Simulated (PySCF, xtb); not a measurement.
GeHBr, SMILES [GeH][Br] (connectivity only; charge and spin as stated), neutral, multiplicity 1.

xtb 6.7.1 with GFN2-xTB at its own geometry gives an orbital gap of 2.98 eV and a dipole moment of 5.77 D.

The structure is a stationary point at PBE0-D3(BJ)/def2-TZVP.

Problem. What does CAM-B3LYP/def2-TZVPD (PySCF) give? (Estimate from the structure and the level; the computed values follow.)

Solution. gap 6.24 eV (levels -8.39 and -2.16 eV), dipole 1.87 D.
